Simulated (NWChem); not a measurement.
All runs are NWChem calculations. System: C$_{2}$H$_{5}$ClOSi, charge 0, spin multiplicity 1, displaced from the optimised geometry. The structure started from a generated list of species.

Job file:

```
start mol
memory heap 200 mb stack 800 mb global 1000 mb
geometry units angstroms nocenter noautoz noautosym
  C      2.263386     1.293529    -0.294695
  C      1.585167     0.103947    -0.428217
  Si    -0.319267     0.038504    -0.504664
  O     -1.006370     1.543345    -0.080451
  Cl    -0.950358    -1.506263     0.826887
  H      1.715101     2.275416    -0.229842
  H      3.387254     1.344944    -0.246596
  H      2.172374    -0.857061    -0.492335
  H     -0.880713    -0.280033    -1.884567
  H     -0.808530     1.852539     0.842635
end
basis spherical
  * library def2-svp
end
dft
  xc becke88 perdew86
  semidirect memsize 60000000 filesize 0
  iterations 100
  convergence nodiis damp 40
end
task dft gradient
```

The output up to the point where the run's verdict is printed (cleaned and shortened):

```
             Northwest Computational Chemistry Package (NWChem) 7.3.0
             --------------------------------------------------------

                                NWChem Input Module
                                -------------------

 Scaling coordinates for geometry "geometry" by  1.889725989
 (inverse scale =  0.529177249)

                             Geometry "geometry" -> ""
                             -------------------------

 Output coordinates in angstroms (scale by  1.889725989 to convert to a.u.)

  No.       Tag          Charge          X              Y              Z
 ---- ---------------- ---------- -------------- -------------- --------------
    1 C                    6.0000     2.26338600     1.29352900    -0.29469500
    2 C                    6.0000     1.58516700     0.10394700    -0.42821700
    3 Si                  14.0000    -0.31926700     0.03850400    -0.50466400
    4 O                    8.0000    -1.00637000     1.54334500    -0.08045100
    5 Cl                  17.0000    -0.95035800    -1.50626300     0.82688700
    6 H                    1.0000     1.71510100     2.27541600    -0.22984200
    7 H                    1.0000     3.38725400     1.34494400    -0.24659600
    8 H                    1.0000     2.17237400    -0.85706100    -0.49233500
    9 H                    1.0000    -0.88071300    -0.28003300    -1.88456700
   10 H                    1.0000    -0.80853000     1.85253900     0.84263500

 Effective nuclear repulsion energy (a.u.)     268.8095406007

            Nuclear Dipole moment (a.u.)
            ----------------------------
        X                 Y               Z
 ---------------- ---------------- ----------------
     0.0000377945     0.0000113384    -0.0000037795


 Summary of "ao basis" -> "" (spherical)
 ------------------------------------------------------------------------------
       Tag                 Description            Shells   Functions and Types
 ---------------- ------------------------------  ------  ---------------------
 *                          def2-svp                  on all atoms
[...]
 d= 0,ls=0.0         52   -741.4255036571 -1.76D+02  4.73D-01              42.5
 d= 0,ls=0.0         53   -565.5806590380  1.76D+02  4.73D-01              43.4
 d= 0,ls=0.0         54   -741.4255036571 -1.76D+02  4.73D-01              44.3
 d= 0,ls=0.0         55   -565.5806590379  1.76D+02  4.73D-01              45.1
 d= 0,ls=0.0         56   -741.4255036571 -1.76D+02  4.73D-01              45.9
 d= 0,ls=0.0         57   -565.5806590379  1.76D+02  4.73D-01              46.8
 d= 0,ls=0.0         58   -741.4255036571 -1.76D+02  4.73D-01              47.6
 d= 0,ls=0.0         59   -565.5806590379  1.76D+02  4.73D-01              48.4
 d= 0,ls=0.0         60   -741.4255036571 -1.76D+02  4.73D-01              49.2
 d= 0,ls=0.0         61   -565.5806590379  1.76D+02  4.73D-01              49.9
 d= 0,ls=0.0         62   -741.4255036571 -1.76D+02  4.73D-01              50.8
 d= 0,ls=0.0         63   -565.5806590379  1.76D+02  4.73D-01              51.7
 d= 0,ls=0.0         64   -741.4255036571 -1.76D+02  4.73D-01              52.5
 d= 0,ls=0.0         65   -565.5806590379  1.76D+02  4.73D-01              53.3
 d= 0,ls=0.0         66   -741.4255036571 -1.76D+02  4.73D-01              54.1
 d= 0,ls=0.0         67   -565.5806590379  1.76D+02  4.73D-01              54.9
 d= 0,ls=0.0         68   -741.4255036571 -1.76D+02  4.73D-01              55.6
 d= 0,ls=0.0         69   -565.5806590379  1.76D+02  4.73D-01              56.4
 d= 0,ls=0.0         70   -741.4255036571 -1.76D+02  4.73D-01              57.2
 d= 0,ls=0.0         71   -565.5806590379  1.76D+02  4.73D-01              58.1
 d= 0,ls=0.0         72   -741.4255036571 -1.76D+02  4.73D-01              58.9
 d= 0,ls=0.0         73   -565.5806590379  1.76D+02  4.73D-01              59.7
 d= 0,ls=0.0         74   -741.4255036571 -1.76D+02  4.73D-01              60.5
 d= 0,ls=0.0         75   -565.5806590379  1.76D+02  4.73D-01              61.4
 d= 0,ls=0.0         76   -741.4255036571 -1.76D+02  4.73D-01              62.1
 d= 0,ls=0.0         77   -565.5806590379  1.76D+02  4.73D-01              62.9
 d= 0,ls=0.0         78   -741.4255036571 -1.76D+02  4.73D-01              63.6
 d= 0,ls=0.0         79   -565.5806590379  1.76D+02  4.73D-01              64.4
 d= 0,ls=0.0         80   -741.4255036571 -1.76D+02  4.73D-01              65.2
 d= 0,ls=0.0         81   -565.5806590379  1.76D+02  4.73D-01              66.0
 d= 0,ls=0.0         82   -741.4255036571 -1.76D+02  4.73D-01              66.8
 d= 0,ls=0.0         83   -565.5806590379  1.76D+02  4.73D-01              67.5
 d= 0,ls=0.0         84   -741.4255036571 -1.76D+02  4.73D-01              68.3
 d= 0,ls=0.0         85   -565.5806590379  1.76D+02  4.73D-01              69.1
 d= 0,ls=0.0         86   -741.4255036571 -1.76D+02  4.73D-01              69.8
 d= 0,ls=0.0         87   -565.5806590379  1.76D+02  4.73D-01              70.5
 d= 0,ls=0.0         88   -741.4255036571 -1.76D+02  4.73D-01              71.2
 d= 0,ls=0.0         89   -565.5806590379  1.76D+02  4.73D-01              71.9
 d= 0,ls=0.0         90   -741.4255036571 -1.76D+02  4.73D-01              72.6
 d= 0,ls=0.0         91   -565.5806590379  1.76D+02  4.73D-01              73.2
 d= 0,ls=0.0         92   -741.4255036571 -1.76D+02  4.73D-01              73.9
 d= 0,ls=0.0         93   -565.5806590379  1.76D+02  4.73D-01              74.7
 d= 0,ls=0.0         94   -741.4255036571 -1.76D+02  4.73D-01              75.4
 d= 0,ls=0.0         95   -565.5806590379  1.76D+02  4.73D-01              76.1
 d= 0,ls=0.0         96   -741.4255036571 -1.76D+02  4.73D-01              76.9
 d= 0,ls=0.0         97   -565.5806590379  1.76D+02  4.73D-01              77.7
 d= 0,ls=0.0         98   -741.4255036571 -1.76D+02  4.73D-01              78.5
 d= 0,ls=0.0         99   -565.5806590379  1.76D+02  4.73D-01              79.3
 d= 0,ls=0.0        100   -741.4255036571 -1.76D+02  4.73D-01              80.2
```

Convergence was not reached. The next line reads: Calculation failed to converge. NWChem stopped with the message: dft gradient failed.
